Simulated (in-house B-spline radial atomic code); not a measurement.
**Ionising Si2+ with different functionals**

Computed with an all-electron radial atomic-structure program (B-spline basis): four-component Dirac-Coulomb Hamiltonian, Fermi nucleus of rms radius 3.1224 fm, spin-restricted, spherical fractional occupations for the functionals, and exact exchange of hybrids averaged over the configuration. The ionisation energy is the difference of two self-consistent energies, [Ne] 3s2 → [Ne] 3s1, without Breit or QED terms; ε is the level of the shell that loses the electron (mean over j).

```json
{"method": "B3LYP", "rung": "global hybrid", "ΔSCF (eV)": "?", "-ε(3s) (eV)": "?"}
{"method": "BHandHLYP", "rung": "global hybrid", "ΔSCF (eV)": "33.41", "-ε(3s) (eV)": "30.77"}
{"method": "CAM-B3LYP", "rung": "range-separated hybrid", "ΔSCF (eV)": "?", "-ε(3s) (eV)": "?"}
{"method": "HSE06", "rung": "range-separated hybrid", "ΔSCF (eV)": "33.71", "-ε(3s) (eV)": "29.31"}
```

**Question.** What does CAM-B3LYP give?

**Answer.** ΔSCF 33.85 eV, and -ε(3s) = 31.20 eV.

**Question.** What does B3LYP give?

**Answer.** ΔSCF 33.92 eV, and -ε(3s) = 29.56 eV.

**Question.** Among the functionals, which spreads more, the ΔSCF values or the orbital energies?

**Answer.** The orbital energies: ΔSCF values span about 0.51 eV and the orbital energies 1.89 eV.

**Question.** How do they compare with the NIST value?

**Answer.** NIST lists 33.493 eV (measured, ground level to ground level). Errors run from -0.08 to +0.43 eV; BHandHLYP is closest (-0.08 eV), but part of that can be cancellation, since the calculations leave out Breit-QED terms, spin polarisation, the near-degeneracy of s² and p².
